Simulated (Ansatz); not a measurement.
The cluster Cd₂O₂⁻. The state is a doublet with charge -1. Geometry PBE0-D4/def2-TZVPD, basis def2-TZVPD, Ansatz.

Cartesian coordinates in Å:
```
Cd 0.864 -1.079 0.200
Cd -0.864 1.079 -0.200
O 0.321 0.528 1.464
O -0.321 -0.528 -1.464
```

```tsv
run	HOMO (eV)	LUMO (eV)
A	-1.49	2.07
B	-2.05	2.69
C	-0.18	0.89
D	0.08	0.63
E	-0.55	1.41
```

In the def2 sets Cd takes a core potential; there is no spin–orbit coupling. Another isomer (doublet) lies 0.49 eV lower at PBE0-D4/def2-TZVPD; other spin states weren't run for this one.

HOMO and LUMO are taken over both spins.

Question: The runs used CAM-B3LYP, PBE, PBE0, r2SCAN, ωB97M-V. Estimate which is which.

Answer: A CAM-B3LYP (range-separated); B ωB97M-V (range-separated); C r2SCAN (0 % exact exchange); D PBE (0 % exact exchange); E PBE0 (25 % exact exchange). Exact exchange lowers occupied and raises empty levels; among semilocal functionals meta-GGAs tend to open the gap a little, and such runs are hard to tell apart. The gap grows from 0.54 eV (PBE) to 4.73 eV (ωB97M-V). At PBE-D4/def2-TZVPD the highest occupied level of the charge -1 doublet lies above zero (up to 0.08 eV). The electron is either unbound and held by the finite basis, or the level is raised by self-interaction error.
